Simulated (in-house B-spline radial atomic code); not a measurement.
Orbital energies and mean radii along the 6-electron series, configuration [He] 2s2 2p2. The effective charge is n√(-2ε), a non-relativistic measure. Computed with a radial B-spline atomic code at the basis-set limit: non-relativistic Hartree-Fock, average of the configuration, point nuclei.

This level leaves out relativity, spin-orbit splitting included, which matters for heavy ions.

```
  ion   Z  energy of 2s (Eh)  mean radius of 2s (bohr)  energy of 1s (Eh)  mean radius of 1s (bohr)  effective charge of 2s
Ru38+  44            -206.08                   0.14325            -904.45                  0.034472                  40.603
Rh39+  45                  ?                         ?                  ?                         ?                       ?
Pd40+  46            -226.89                   0.13672            -991.47                  0.032957                  42.604
Ag41+  47            -237.67                   0.13367           -1036.47                  0.032249                  43.605
Cd42+  48             -248.7                   0.13076           -1082.48                   0.03157                  44.605
In43+  49            -259.98                   0.12797           -1129.49                   0.03092                  45.606
Sn44+  50            -271.52                    0.1253            -1177.5                  0.030295                  46.606
Sb45+  51                  ?                         ?                  ?                         ?                       ?
Te46+  52            -295.33                   0.12027           -1276.51                  0.029119                  48.607
```

Fill in the row of Rh39+.

energy of 2s (Eh): -216.36; mean radius of 2s (bohr): 0.13991; energy of 1s (Eh): -947.46; mean radius of 1s (bohr): 0.033697; effective charge of 2s: 41.604.

Fill in the row of Sb45+.

energy of 2s (Eh): -283.3; mean radius of 2s (bohr): 0.12273; energy of 1s (Eh): -1226.51; mean radius of 1s (bohr): 0.029696; effective charge of 2s: 47.607.

How does the screening of 2s change?

Z less the effective charge goes from 3.40 at Z = 44 to 3.39 at Z = 52.
